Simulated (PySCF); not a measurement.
Checking a proposed structure

A compound C₆H₈OSi gives the data below (simulated from a calculation) and was assigned the structure `[SiH3]O[C@@]12C=C[C@H]3[C@@H]1[C@H]32`.

$^{13}$C{$^{1}$H} NMR (computed): δ 77.1 (C), 74.7 (C), 71.8 (C), 69.4 (CH), 54.0 (CH3), 5.7 (CH2).

$^{1}$H NMR (600 MHz, computed): δ 4.87 (t, 2H), 3.80 (s, 3H), 2.18 (t, 2H), 1.04 (s, 1H).

All values are calculated (PySCF): GIAO PBE0/pcSseg-1 shieldings, GFN2-xTB geometry. One conformer, equivalent nuclei averaged, no relativistic terms, isolated molecule.

Scale: $^{1}$H and $^{13}$C against TMS (reference shieldings calculated alike).

**Question.** Compare with the shifts computed for the proposed structure, pairing carbons in order of shift.

**Answer.** Structure with atom numbers: `[SiH3:1][O:2][C@@:3]12[CH:4]=[CH:5][C@H:6]3[C@@H:7]1[C@@H:8]23`. Each H is labelled by its parent atom.

```csv
atom,computed for proposal,given list,difference
C5,140.9,77.1,+63.8
C4,138.3,74.7,+63.6
C3,75.6,71.8,+3.8
C7,56.8,69.4,-12.6
C8,56.8,54.0,+2.8
C6,28.1,5.7,+22.4
```

The rms difference is 38.3 ppm and the largest +63.8 ppm at C5 (alkene CH). The proposal also would give 5 carbon signals, not 6. The carbon types in order of shift don't match either: CH, CH, C, CH, CH, CH for the proposal against C, C, C, CH, CH3, CH2 in the data. The proposal doesn't fit.

**Question.** Which isomer fits?

**Answer.** `C#CC#CC[SiH2]OC`.

Carbon types of the structure: 3 × C, 1 × CH, 1 × CH2, 1 × CH3, leaving 2 H on heteroatoms. δC 77.1, 74.7, 71.8: alkyne carbon; the triple bond shields along its axis, which puts it between sp3 and sp2 carbons. δC 69.4: terminal alkyne carbon; sp carbons lie upfield of alkene carbons because the cylindrical π system leaves one tensor component strongly shielded. δC 54.0: methyl carbon bonded to O; pulled downfield by the heteroatom. δC 5.7: propargylic sp3 CH2 bonded to Si; an electropositive neighbour leaves it electron-rich and shielded.

Other isomers checked: c1coc([SiH]2CC2)c1 (rms 58.4 ppm); C#C[C@@H]1C(=O)[SiH2][C@@H]1C (rms 65.9 ppm).

The shifts were computed for this structure.

Shifts are as computed. Against solution values, carbons near 30 ppm lie about +3 ppm off and those near 130 ppm about +5 ppm. Of 1211 compounds with measured shifts, 218 miss one by over three times the rms of a fit or turn the order of signals round; such compounds aren't used in these exercises. Multiplicities follow the n + 1 count of equivalent neighbours, as no J values were calculated; m marks all less simple cases, F and P coupling included.
